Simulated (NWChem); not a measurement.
System: C₃H₅F; SMILES F/C=C\C

Input file for NWChem:

```
start job
memory heap 200 mb stack 900 mb global 1100 mb
geometry units angstroms noautoz
  C      0.551505     1.484022     0.000000
  C     -0.651118     0.591119     0.000000
  C     -0.616208    -0.750182     0.000000
  F      0.538386    -1.447688     0.000000
  H      1.488401     0.895530     0.000000
  H      0.560069     2.149442     0.889689
  H      0.560069     2.149442    -0.889689
  H     -1.654755     1.046790     0.000000
  H     -1.502902    -1.405544     0.000000
end
basis spherical
  * library def2-svp
end
dft
  xc r2scan0
  iterations 150
  mulliken
end
task dft energy
```

Excerpt of the output:

```
             Northwest Computational Chemistry Package (NWChem) 7.3.0
             --------------------------------------------------------

 CS  symmetry detected

                             Geometry "geometry" -> ""
                             -------------------------

 Output coordinates in angstroms (scale by  1.889725989 to convert to a.u.)

  No.       Tag          Charge          X              Y              Z
 ---- ---------------- ---------- -------------- -------------- --------------
    1 C                    6.0000     0.54631759     1.49353127     0.00000000
    2 C                    6.0000    -0.65322177     0.59648993     0.00000000
    3 C                    6.0000    -0.61369053    -0.74468283     0.00000000
    4 F                    9.0000     0.54329988    -1.43820653     0.00000000
    5 H                    1.0000     1.48523568     0.90827083     0.00000000
    6 H                    1.0000     0.55258884     2.15897682     0.88968900
    7 H                    1.0000     0.55258884     2.15897682    -0.88968900
    8 H                    1.0000    -1.65842283     1.04870019     0.00000000
    9 H                    1.0000    -1.49812121    -1.40309604     0.00000000

 Effective nuclear repulsion energy (a.u.)     114.9833955566

      Symmetry information
      --------------------

 Group name             Cs
 Group number              2
 Group order               2
 No. of unique centers     8

                                 NWChem DFT Module
                                 -----------------

 Summary of "ao basis" -> "ao basis" (spherical)
 ------------------------------------------------------------------------------
       Tag                 Description            Shells   Functions and Types
 ---------------- ------------------------------  ------  ---------------------
 C                          def2-svp                 6       14   3s2p1d
 F                          def2-svp                 6       14   3s2p1d
 H                          def2-svp                 3        5   2s1p

      Symmetry analysis of basis
      --------------------------

        a'         57
        a"         24

            General Information
            -------------------
          SCF calculation type: DFT
          Wavefunction type:  closed shell.
          No. of atoms     :     9
          No. of electrons :    32
           Alpha electrons :    16
            Beta electrons :    16
          Charge           :     0
          Spin multiplicity:     1
          Use of symmetry is: on ; symmetry adaption is: on
          Maximum number of iterations: 150
          AO basis - number of functions:    81
                     number of shells:    39
          Convergence on energy requested:  1.00D-06
          Convergence on density requested:  1.00D-05
          Convergence on gradient requested:  5.00D-04

              XC Information
              --------------
                     r^2SCAN0 Method XC Functional
                     Hartree-Fock (Exact) Exchange  0.250
               r^2SCAN metaGGA Exchange Functional  0.750
                     r^2SCAN Correlation Potential  1.000

             Grid Information
             ----------------
          Grid used for XC integration:  medium
          Radial quadrature: Mura-Knowles
          Angular quadrature: Lebedev.
          Tag              B.-S. Rad. Rad. Pts. Rad. Cut. Ang. Pts.
          ---              ---------- --------- --------- ---------
          C                   0.70       49          10.0       434
          F                   0.50       49          10.0       434
          H                   0.35       45          11.0       434
          Grid pruning is: on
          Number of quadrature shells:   376
          Spatial weights used:  Erf1

      Superposition of Atomic Density Guess
      -------------------------------------

 Sum of atomic energies:        -214.66333799

      Non-variational initial energy
      ------------------------------

 Total energy =    -216.696809
 1-e energy   =    -520.437637
 2-e energy   =     188.757433
 HOMO         =      -0.274429
 LUMO         =       0.049797

      Symmetry analysis of molecular orbitals - initial
      -------------------------------------------------

  Numbering of irreducible representations:

     1 a'          2 a"

  Orbital symmetries:

     1 a'          2 a'          3 a'          4 a'          5 a'
     6 a'          7 a'          8 a'          9 a'         10 a"
    11 a'         12 a'         13 a"         14 a'         15 a'
    16 a"         17 a"         18 a'         19 a'         20 a'
    21 a'         22 a"         23 a'         24 a'         25 a'
    26 a'

     ---------------------------------------------
      Total Density - Mulliken Population Analysis
     ---------------------------------------------

    Atom       Charge   Shell Charges
 -----------   ------   -------------------------------------------------------
    1 C    6     6.22   1.99  0.95  0.18  2.04  1.03  0.03
    2 C    6     6.36   1.99  0.97  0.27  2.02  1.07  0.03
    3 C    6     5.55   1.99  0.92  0.26  1.65  0.67  0.07
    4 F    9     9.39   1.99  1.14  0.77  3.43  2.05  0.01
    5 H    1     0.90   0.67  0.21  0.02
    6 H    1     0.89   0.66  0.20  0.02
    7 H    1     0.89   0.66  0.20  0.02
    8 H    1     0.88   0.66  0.20  0.02
    9 H    1     0.93   0.68  0.23  0.02

   convergence    iter        energy       DeltaE   RMS-Dens  Diis-err
 ---------------- ----- ----------------- --------- --------- ---------
 d= 0,ls=0.0,diis     1   -216.7863787768 -3.32D+02  9.84D-03  3.81D-01
 d= 0,ls=0.0,diis     2   -216.7933464376 -6.97D-03  5.26D-03  4.00D-01
 d= 0,ls=0.0,diis     3   -216.8315429330 -3.82D-02  1.24D-03  1.79D-02
 d= 0,ls=0.0,diis     4   -216.8333469559 -1.80D-03  4.95D-04  1.94D-03
 d= 0,ls=0.0,diis     5   -216.8335798394 -2.33D-04  1.27D-04  2.49D-04
  Resetting Diis
 d= 0,ls=0.0,diis     6   -216.8336047319 -2.49D-05  2.11D-05  4.39D-06
 d= 0,ls=0.0,diis     7   -216.8336052231 -4.91D-07  9.46D-06  3.04D-07

         Total DFT energy =     -216.833605223115
      One electron energy =     -523.594622719152
           Coulomb energy =      220.149840922425
    Exchange-Corr. energy =      -28.372218983033
 Nuclear repulsion energy =      114.983395556645

 Numeric. integr. density =       32.000003076594

                  Occupations of the irreducible representations
                  ----------------------------------------------

                     irrep           alpha         beta
                     --------     --------     --------
                     a'               13.0         13.0
                     a"                3.0          3.0

                       DFT Final Molecular Orbital Analysis
                       ------------------------------------

 Vector   14  Occ=2.000000D+00  E=-3.896850D-01  Symmetry=a'
              MO Center=  6.5D-02,  6.9D-01,  1.1D-14, r^2= 2.9D+00
   Bfn.  Coefficient  Atom+Function         Bfn.  Coefficient  Atom+Function
  ----- ------------  ---------------      ----- ------------  ---------------
     4      0.350407  1 C  px                57      0.298496  5 H  s
    18     -0.281586  2 C  px                72      0.248085  8 H  s
    46      0.201992  4 F  px                 7      0.172326  1 C  px
    77     -0.158505  9 H  s                 49     -0.136390  4 F  px
    31     -0.116510  3 C  s                 73      0.110857  8 H  s

 Vector   15  Occ=2.000000D+00  E=-3.875280D-01  Symmetry=a'
              MO Center= -4.9D-02, -1.6D-01,  2.0D-14, r^2= 3.1D+00
   Bfn.  Coefficient  Atom+Function         Bfn.  Coefficient  Atom+Function
  ----- ------------  ---------------      ----- ------------  ---------------
    47      0.325228  4 F  py                19     -0.269411  2 C  py
    33      0.269179  3 C  py                77     -0.241167  9 H  s
     5      0.237319  1 C  py                50     -0.230068  4 F  py
    46      0.199862  4 F  px                57     -0.150689  5 H  s
    17      0.146894  2 C  s                 49     -0.137088  4 F  px

 Vector   16  Occ=2.000000D+00  E=-2.675400D-01  Symmetry=a"
              MO Center= -4.1D-01,  7.8D-03,  9.4D-16, r^2= 2.2D+00
   Bfn.  Coefficient  Atom+Function         Bfn.  Coefficient  Atom+Function
  ----- ------------  ---------------      ----- ------------  ---------------
    20      0.384862  2 C  pz                34      0.381741  3 C  pz
    23      0.306387  2 C  pz                48      0.262268  4 F  pz
    37      0.230343  3 C  pz                51     -0.213390  4 F  pz
    62     -0.130297  6 H  s                 67      0.130297  7 H  s
     6     -0.117104  1 C  pz                 9     -0.092727  1 C  pz

 Vector   17  Occ=0.000000D+00  E= 2.814317D-02  Symmetry=a"
              MO Center= -5.5D-01, -6.4D-03,  7.1D-16, r^2= 2.4D+00
   Bfn.  Coefficient  Atom+Function         Bfn.  Coefficient  Atom+Function
  ----- ------------  ---------------      ----- ------------  ---------------
    23      0.623542  2 C  pz                37     -0.618449  3 C  pz
    34     -0.469960  3 C  pz                20      0.418651  2 C  pz
    63     -0.229019  6 H  s                 68      0.229019  7 H  s
    51      0.186122  4 F  pz                48     -0.178980  4 F  pz
    62     -0.123865  6 H  s                 67      0.123865  7 H  s

[...]
```

Level: r2SCAN0/def2-SVP. Structure relaxed at the PBE-D3(BJ)/def2-SVP level.
